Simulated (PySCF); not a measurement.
**Ir(2+): ionisation energy**

Ir(2+) [Xe] 4f14 5d7 (4F) → Ir(3+) [Xe] 4f14 5d6 (5D), as a difference of total energies. All numbers are calculated (PySCF 2.14, scalar relativity through the core potential, in def2-TZVP with the def2 core potential (60 electrons)). Correlated levels: valence: 5s2 5p6 frozen. The calculations carry no spin-orbit coupling.

```tsv
method	ionisation energy (eV)
UHF	27.500
MN15	29.205
r2SCAN	29.026
MP2 (valence)	28.508
SCS-MP2 (valence)	28.576
```

**Question.** How much does correlation contribute at MP2 (valence)?

**Answer.** 28.508 − (27.500) = 1.008 eV, measured against UHF.

The reference lies between the lowest fine-structure levels, while these numbers refer to the centres of the terms.

Errors of the correlated levels include the incompleteness of this basis and the frozen core.

For comparison: 28 ± 1.6 eV (theoretical estimate listed by NIST; NIST Atomic Spectra Database, ionization energies).
